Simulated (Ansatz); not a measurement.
# Nudged elastic band run: C$_{3}$H$_{6}$OSe

The input (input.yaml):

```yaml
crystal:
  periodic: [false, false, false]
  atoms:
    - { symbol: C, position_ang: [-1.581195, 1.042157, 0.660671] }
    - { symbol: O, position_ang: [-0.626894, 0.009277, 0.554402] }
    - { symbol: C, position_ang: [0.488394, 0.284738, -0.165974] }
    - { symbol: C, position_ang: [1.321769, -0.685452, -0.560106] }
    - { symbol: Se, position_ang: [0.964723, -2.518758, -0.156054] }
    - { symbol: H, position_ang: [-2.382049, 0.678732, 1.318443] }
    - { symbol: H, position_ang: [-1.143864, 1.955418, 1.105716] }
    - { symbol: H, position_ang: [-2.016089, 1.300234, -0.322343] }
    - { symbol: H, position_ang: [0.689802, 1.341649, -0.381908] }
    - { symbol: H, position_ang: [2.238509, -0.443831, -1.096664] }
    - { symbol: H, position_ang: [2.112193, -3.021264, -0.935583] }
basis:
  gaussian: { orbitals: def2-SVP }
hamiltonian:
  xc: b3lyp
  dispersion: d4
neb:
  order_check: false
  images: 5
  f_tol: 0.05
  max_iterations: 60
  final_atoms:
    - { symbol: C, position_ang: [-1.59055141, 0.81068991, 0.61075232] }
    - { symbol: O, position_ang: [-0.43724111, 0.02628794, 0.39289125] }
    - { symbol: C, position_ang: [0.66589922, 0.6824917, -0.10085705] }
    - { symbol: C, position_ang: [1.81257866, 0.1205156, -0.51553192] }
    - { symbol: Se, position_ang: [1.85252018, -1.77558139, -0.22343438] }
    - { symbol: H, position_ang: [-2.35943699, 0.14969961, 1.03483631] }
    - { symbol: H, position_ang: [-1.39769966, 1.63267248, 1.32507822] }
    - { symbol: H, position_ang: [-1.97595364, 1.24517027, -0.33028999] }
    - { symbol: H, position_ang: [0.56759628, 1.77784053, -0.13778364] }
    - { symbol: H, position_ang: [2.3597478, -2.17500208, -1.55722847] }
    - { symbol: H, position_ang: [0.56783967, -2.55188456, -0.47783264] }
  initial_path:
    images:
      - { positions_ang: [[-1.581195, 1.042157, 0.660671], [-0.626894, 0.009277, 0.554402], [0.488394, 0.284738, -0.165974], [1.321769, -0.685452, -0.560106], [0.964723, -2.518758, -0.156054], [-2.382049, 0.678732, 1.318443], [-1.143864, 1.955418, 1.105716], [-2.016089, 1.300234, -0.322343], [0.689802, 1.341649, -0.381908], [2.238509, -0.443831, -1.096664], [2.112193, -3.021264, -0.935583]] }
      - { positions_ang: [[-1.57306002, 0.985869, 0.68257344], [-0.59626128, 0.0217009, 0.50065535], [0.46702038, 0.33329239, -0.28380405], [1.39202751, -0.58178335, -0.64853917], [1.17712653, -2.3932306, -0.11484451], [-2.34597393, 0.59426029, 1.36284416], [-1.16067501, 1.9223806, 1.12716296], [-2.0642757, 1.25729034, -0.28362888], [0.60211885, 1.37027184, -0.56862789], [2.50344163, -0.64077564, -0.75065763], [1.66381004, -2.92637576, -1.00253378]] }
      - { positions_ang: [[-1.56492505, 0.92958099, 0.70447587], [-0.56562856, 0.03412479, 0.44690871], [0.44564677, 0.38184679, -0.4016341], [1.46228603, -0.47811471, -0.73697234], [1.38953006, -2.2677032, -0.07363502], [-2.30989886, 0.50978858, 1.40724531], [-1.17748602, 1.88934319, 1.14860992], [-2.11246241, 1.21434668, -0.24491476], [0.51443569, 1.39889469, -0.75534778], [2.76837427, -0.83772028, -0.40465126], [1.21542709, -2.83148753, -1.06948455]] }
      - { positions_ang: [[-1.55679007, 0.87329299, 0.72637831], [-0.53499584, 0.04654869, 0.39316206], [0.42427315, 0.43040118, -0.51946415], [1.53254454, -0.37444606, -0.82540551], [1.60193359, -2.1421758, -0.03242553], [-2.27382379, 0.42531687, 1.45164647], [-1.19429704, 1.85630579, 1.17005688], [-2.16064911, 1.17140302, -0.20620064], [0.42675254, 1.42751753, -0.94206767], [3.0333069, -1.03466491, -0.05864489], [0.76704413, -2.73659929, -1.13643533]] }
      - { positions_ang: [[-1.56804385, 0.85242529, 0.68783631], [-0.50241093, 0.03979511, 0.39307179], [0.50481517, 0.51443135, -0.37992845], [1.62588925, -0.20945884, -0.72211432], [1.68546245, -2.01997766, -0.09609515], [-2.30236152, 0.33344445, 1.31270975], [-1.26209791, 1.78176135, 1.22173066], [-2.09908395, 1.1959921, -0.24756376], [0.47370045, 1.54429186, -0.67397299], [2.8087872, -1.4147773, -0.55817275], [0.70064264, -2.67502771, -0.9169011]] }
      - { positions_ang: [[-1.57929763, 0.8315576, 0.64929432], [-0.46982602, 0.03304152, 0.39298152], [0.5853572, 0.59846153, -0.24039275], [1.71923395, -0.04447162, -0.61882312], [1.76899132, -1.89777953, -0.15976476], [-2.33089926, 0.24157203, 1.17377303], [-1.32989878, 1.70721692, 1.27340444], [-2.03751879, 1.22058118, -0.28892687], [0.52064836, 1.6610662, -0.40587832], [2.5842675, -1.79488969, -1.05770061], [0.63424116, -2.61345614, -0.69736687]] }
      - { positions_ang: [[-1.59055141, 0.81068991, 0.61075232], [-0.43724111, 0.02628794, 0.39289125], [0.66589922, 0.6824917, -0.10085705], [1.81257866, 0.1205156, -0.51553192], [1.85252018, -1.77558139, -0.22343438], [-2.35943699, 0.14969961, 1.03483631], [-1.39769966, 1.63267248, 1.32507822], [-1.97595364, 1.24517027, -0.33028999], [0.56759628, 1.77784053, -0.13778364], [2.3597478, -2.17500208, -1.55722847], [0.56783967, -2.55188456, -0.47783264]] }
```

Command:

```bash
$ ansatz run input.yaml --threads 2 --pin off --max-ram 3072MiB --backend cpu --events-out ev --progress --plain --runs-dir out
```

Output, in part (warnings, iteration lines, the closing report on the highest movable image, with atoms numbered from 0):

```
NEB end point (image 0): max|allowed force component| = 7.369e-3 eV/Å (the criterion of neb.relax_end_points is 1.000e-2)
NEB end point (image 6): max|allowed force component| = 1.405e-2 eV/Å (the criterion of neb.relax_end_points is 1.000e-2)
NEB iter   1: max|band force component| = 1.455e1 eV/Å  barrier→ = 5.8109 eV  barrier← = 2.6777 eV  Δτ_max = 0.2000 Å  (204 SCF iters)
NEB iter   2: max|band force component| = 4.495e0 eV/Å  barrier→ = 4.4922 eV  barrier← = 1.3590 eV  Δτ_max = 0.2000 Å  (170 SCF iters)
NEB iter   3: max|band force component| = 6.346e0 eV/Å  barrier→ = 3.8310 eV  barrier← = 0.6977 eV  Δτ_max = 0.1010 Å  (159 SCF iters)
NEB iter   4: max|band force component| = 1.954e0 eV/Å  barrier→ = 3.6435 eV  barrier← = 0.5103 eV  Δτ_max = 0.1990 Å  (153 SCF iters)
NEB iter   5: max|band force component| = 8.778e-1 eV/Å  barrier→ = 3.6504 eV  barrier← = 0.5172 eV  Δτ_max = 0.1957 Å  (154 SCF iters)
NEB iter   6: max|band force component| = 1.428e0 eV/Å  barrier→ = 4.1018 eV  barrier← = 0.9686 eV  Δτ_max = 0.1006 Å  (154 SCF iters)
NEB iter   7: max|band force component| = 7.820e-1 eV/Å  barrier→ = 3.8703 eV  barrier← = 0.7371 eV  Δτ_max = 0.1009 Å  (151 SCF iters)
NEB iter   8: max|band force component| = 2.462e0 eV/Å  barrier→ = 3.5822 eV  barrier← = 0.4489 eV  CI = image 3  Δτ_max = 0.2000 Å  (154 SCF iters)
NEB iter   9: max|band force component| = 1.419e0 eV/Å  barrier→ = 3.8165 eV  barrier← = 0.6833 eV  CI = image 3  Δτ_max = 0.2000 Å  (151 SCF iters)
NEB iter  10: max|band force component| = 1.574e0 eV/Å  barrier→ = 3.8930 eV  barrier← = 0.7598 eV  CI = image 3  Δτ_max = 0.0852 Å  (152 SCF iters)
NEB iter  11: max|band force component| = 7.791e-1 eV/Å  barrier→ = 3.8477 eV  barrier← = 0.7145 eV  CI = image 3  Δτ_max = 0.1002 Å  (155 SCF iters)
NEB iter  12: max|band force component| = 5.190e-1 eV/Å  barrier→ = 3.8079 eV  barrier← = 0.6746 eV  CI = image 3  Δτ_max = 0.1687 Å  (154 SCF iters)
NEB iter  13: max|band force component| = 5.592e-1 eV/Å  barrier→ = 3.8016 eV  barrier← = 0.6684 eV  CI = image 3  Δτ_max = 0.0737 Å  (156 SCF iters)
NEB iter  14: max|band force component| = 4.216e-1 eV/Å  barrier→ = 3.7873 eV  barrier← = 0.6541 eV  CI = image 3  Δτ_max = 0.0384 Å  (150 SCF iters)
NEB iter  15: max|band force component| = 2.817e-1 eV/Å  barrier→ = 3.7835 eV  barrier← = 0.6503 eV  CI = image 3  Δτ_max = 0.0534 Å  (145 SCF iters)
NEB iter  16: max|band force component| = 2.356e-1 eV/Å  barrier→ = 3.7826 eV  barrier← = 0.6494 eV  CI = image 3  Δτ_max = 0.0323 Å  (150 SCF iters)
NEB iter  17: max|band force component| = 9.302e-2 eV/Å  barrier→ = 3.7826 eV  barrier← = 0.6494 eV  CI = image 3  Δτ_max = 0.0111 Å  (136 SCF iters)
NEB iter  18: max|band force component| = 5.006e-2 eV/Å  barrier→ = 3.7823 eV  barrier← = 0.6490 eV  CI = image 3  Δτ_max = 0.0149 Å  (119 SCF iters)
NEB iter  19: max|band force component| = 3.192e-2 eV/Å  barrier→ = 3.7818 eV  barrier← = 0.6486 eV  CI = image 3  Δτ_max = 0.0187 Å  (135 SCF iters)
NEB iter  20: max|band force component| = 3.941e-2 eV/Å  barrier→ = 3.7813 eV  barrier← = 0.6481 eV  CI = image 3  Δτ_max = 0.0165 Å  (150 SCF iters)
NEB iter  21: max|band force component| = 5.020e-2 eV/Å  barrier→ = 3.7811 eV  barrier← = 0.6479 eV  CI = image 3  Δτ_max = 0.0356 Å  (33 SCF iters)
NEB iter  22: max|band force component| = 5.946e-2 eV/Å  barrier→ = 3.7809 eV  barrier← = 0.6477 eV  CI = image 3  Δτ_max = 0.0177 Å  (135 SCF iters)
NEB iter  23: max|band force component| = 7.389e-2 eV/Å  barrier→ = 3.7807 eV  barrier← = 0.6475 eV  CI = image 3  Δτ_max = 0.0089 Å  (137 SCF iters)
NEB iter  24: max|band force component| = 5.020e-2 eV/Å  barrier→ = 3.7807 eV  barrier← = 0.6474 eV  CI = image 3  Δτ_max = 0.0089 Å  (120 SCF iters)
NEB iter  25: max|band force component| = 3.794e-2 eV/Å  barrier→ = 3.7806 eV  barrier← = 0.6473 eV  CI = image 3  Δτ_max = 0.0000 Å  (273 SCF iters)
Total energy: -70590.02720727 eV, -2594.1356522280 hartree
Atom 0 at    -1.546175     0.791757     0.604589 Å, force     0.000912     0.000130    -0.000579 eV/Å
Atom 1 at    -0.494318    -0.045537     0.160340 Å, force     0.003733    -0.007513     0.008361 eV/Å
Atom 2 at     0.554938     0.579546    -0.425178 Å, force     0.009546     0.006858    -0.002424 eV/Å
Atom 3 at     1.815438     0.204968    -0.672468 Å, force    -0.005943    -0.001830     0.003255 eV/Å
Atom 4 at     1.857344    -2.118179     0.300739 Å, force    -0.009902    -0.003135     0.011500 eV/Å
Atom 5 at    -2.328837     0.135756     1.008519 Å, force    -0.002958    -0.003448     0.001805 eV/Å
Atom 6 at    -1.207857     1.479832     1.399596 Å, force     0.000147     0.000621     0.001537 eV/Å
Atom 7 at    -1.970987     1.385764    -0.225082 Å, force    -0.003489     0.004738    -0.008119 eV/Å
Atom 8 at     0.375991     1.597743    -0.821452 Å, force    -0.000003    -0.000670     0.000920 eV/Å
Atom 9 at     2.400605    -1.508490    -0.956665 Å, force     0.006682     0.005036    -0.018864 eV/Å
Atom 10 at     0.609157    -2.560260    -0.352340 Å, force     0.001275    -0.000788     0.002609 eV/Å
Dipole moment:    -0.611638    -0.062659     0.125913 e Å
```

The run converged. The band force fell under the threshold earlier too, but the program's further tests of the path sent the band on. Neighbouring images differ by up to 3.5 eV, so the band resolves the path poorly. A vibrational analysis at the climbing image gives one clearly imaginary mode, 739i cm⁻¹: a first-order saddle point. The orbitals stay closed-shell, which can raise the energy where a bond breaks towards radicals; this wasn't checked here.

Final band (atoms are numbered from 1 in the order of the input):

```csv
image,path coordinate (Å),energy (kJ/mol),C4–H10 (Å),Se5–H10 (Å)
0,0.00,0.0,1.09,2.61
1,1.34,6.5,1.09,2.62
2,2.68,30.3,1.08,2.43
3,4.02,364.8,1.83,1.50
4,4.61,328.1,2.28,1.45
5,5.20,302.7,2.58,1.48
6,5.79,302.3,2.58,1.48
```

The run took 7.1 min on 2 threads of Arm Neoverse V1, with other jobs on the host, peak memory 0.3 GiB.
